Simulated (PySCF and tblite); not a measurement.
The numbers below are computed, except where a source is named.
Stationary points of C7H5NO at GFN2-xTB, in Å:

Structure A

```
 1 C    -0.421    2.741   -0.205
 2 C    -0.609    1.556   -0.137
 3 C    -0.823    0.157   -0.057
 4 C    -2.171   -0.272   -0.106
 5 C    -3.328   -0.590   -0.151
 6 C     0.195   -0.720    0.058
 7 N     1.518   -0.332    0.108
 8 C     2.550   -1.210    0.224
 9 O     2.438   -2.405    0.296
10 H    -0.274    3.778   -0.265
11 H    -4.332   -0.890   -0.189
12 H     0.033   -1.785    0.118
13 H     1.699    0.663    0.052
14 H     3.525   -0.690    0.246
```

Structure B

```
 1 C    -0.082    2.248   -1.053
 2 C    -0.342    1.181   -0.566
 3 C    -0.741   -0.029    0.046
 4 C    -2.128   -0.315   -0.036
 5 C    -3.306   -0.528   -0.124
 6 C     0.076   -0.868    0.712
 7 N     1.459   -0.741    0.841
 8 C     2.321   -0.287   -0.110
 9 O     2.041    0.050   -1.227
10 H     0.190    3.157   -1.500
11 H    -4.334   -0.724   -0.197
12 H    -0.345   -1.728    1.217
13 H     1.858   -1.146    1.675
14 H     3.359   -0.284    0.278
```

Structure C

```
 1 C    -0.135    2.440   -0.682
 2 C    -0.433    1.332   -0.329
 3 C    -0.791    0.025    0.090
 4 C    -2.156   -0.322   -0.071
 5 C    -3.319   -0.579   -0.221
 6 C     0.099   -0.829    0.619
 7 N     1.468   -0.499    0.772
 8 C     2.378   -0.708   -0.204
 9 O     2.156   -1.210   -1.273
10 H     0.126    3.405   -0.999
11 H    -4.331   -0.821   -0.350
12 H    -0.197   -1.828    0.916
13 H     1.750   -0.043    1.627
14 H     3.385   -0.364    0.105
```

Level: PBE0/pcSseg-1 + D3(BJ) on GFN2-xTB stationary points, with GFN2-xTB thermal terms.

Which structure is a saddle point, and along which motion?

C: one imaginary mode (119i cm⁻¹ at GFN2-xTB, mostly on O9, H13, C2), along the rotation about the C6–N7 bond (torsion C3–C6–N7–C8 from 180° to 323°, rising).

Give their symmetry and energies above the lowest.

A Cs, 0.0 kcal/mol; B C1, 9.8 kcal/mol; C C1, 12.6 kcal/mol.
